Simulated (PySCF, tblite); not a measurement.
Isomers of C2H10OS2Si2. All values are computed: GFN2-xTB (tblite) harmonic vibrations without scaling, gas phase. Against measured fundamentals such values can be off by several per cent, at times by over 20. Modes of hydrogen on silicon and sulfur can be 10 to 20 % off. One conformer each.

Electronic energies: PBE0/pcSseg-1 single points on the GFN2-xTB geometries (PySCF, gas phase).

| SMILES | electronic energy, lowest = 0 (kJ/mol) |
| --- | --- |
| O[SiH2][SiH2]SCCS | 167.9 |
| C[SiH2]CS[Si@@H](O)S | 0.0 |
| CS[SiH2]OCS[SiH3] | 147.6 |

Question: How do GFN2-xTB zero-point energies change the relative energies?

Answer: 
```tsv
SMILES	ZPE (kJ/mol)	of it from modes above 1550 cm⁻¹	electronic (kJ/mol)	with ZPE, lowest = 0 (kJ/mol)	lowest mode (cm⁻¹)	rings
C[SiH2]CS[Si@@H](O)S	296.2	168.0	0.0	0.0	18	0
CS[SiH2]OCS[SiH3]	297.6	159.2	147.6	149.0	25	0
O[SiH2][SiH2]SCCS	293.3	160.7	167.9	164.9	2	0
```

The zero-point energies span 4.3 kJ/mol, from `O[SiH2][SiH2]SCCS` to `CS[SiH2]OCS[SiH3]`. The order is unchanged.

Question: And how do the electronic energies of GFN2-xTB itself compare?

Answer: `C[SiH2]CS[Si@@H](O)S` 55.8; `CS[SiH2]OCS[SiH3]` 0.0; `O[SiH2][SiH2]SCCS` 112.9 kJ/mol, lowest = 0. Against the energies above, taken from the same isomer `C[SiH2]CS[Si@@H](O)S`, the largest difference is 203.4 kJ/mol.
